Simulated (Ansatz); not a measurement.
AlH3O2Si (`[OH][Al]1[O][SiH2]1`), 7 atoms. Charge 0, multiplicity 1. All runs use 2 threads of an Intel Xeon 6975P-C on a shared host. Correlated methods freeze the cores. Open-shell runs search over several starts.

Question: Give the basis size and wall time and peak host memory of each of these runs in Ansatz. UKS B2PLYP (frozen core)/def2-TZVPP energy of the cation; RKS B3LYP-D4/def2-TZVPP energy and forces; RHF-CCSD(T)/def2-TZVPP energy; RHF-MP2/def2-QZVPP energy; UKS PBE0-D4/def2-TZVPP energy of the cation; UKS B3LYP-D4/def2-TZVPP energy of the cation; UKS ωB97M-V/def2-TZVPP energy of the cation; RKS r2SCAN0-D4/def2-TZVPP energy; RKS PBE0-D4/def2-QZVPP energy; RKS PBE0-D4/def2-TZVP frequencies; UHF-CCSD(T)/def2-TZVPP energy of the cation; UHF-MP2/def2-QZVPP energy of the cation. (Best estimate.)

Answer: Computed: Other jobs shared the machine, so times are rough.

```
                              level                   job  functions  wall time  peak host memory (GiB)
            RKS B3LYP-D4/def2-TZVPP     energy and forces        188      1.9 s                    0.41
          RKS r2SCAN0-D4/def2-TZVPP                energy        188      2.4 s                    0.44
             UKS PBE0-D4/def2-TZVPP  energy of the cation        188      3.1 s                    0.51
            UKS B3LYP-D4/def2-TZVPP  energy of the cation        188      3.3 s                    0.51
             RKS PBE0-D4/def2-QZVPP                energy        344        4 s                    0.91
                 RHF-MP2/def2-QZVPP                energy        344        8 s                     1.3
UKS B2PLYP (frozen core)/def2-TZVPP  energy of the cation        188      8.6 s                    0.64
             UKS ωB97M-V/def2-TZVPP  energy of the cation        188      9.5 s                    0.71
             RHF-CCSD(T)/def2-TZVPP                energy        188       14 s                       2
                 UHF-MP2/def2-QZVPP  energy of the cation        344       24 s                     1.4
              RKS PBE0-D4/def2-TZVP           frequencies        154       46 s                    0.36
             UHF-CCSD(T)/def2-TZVPP  energy of the cation        188    2.6 min                     2.1
```

B3LYP here is the variant with VWN-RPA as its local correlation; programs differ in this.
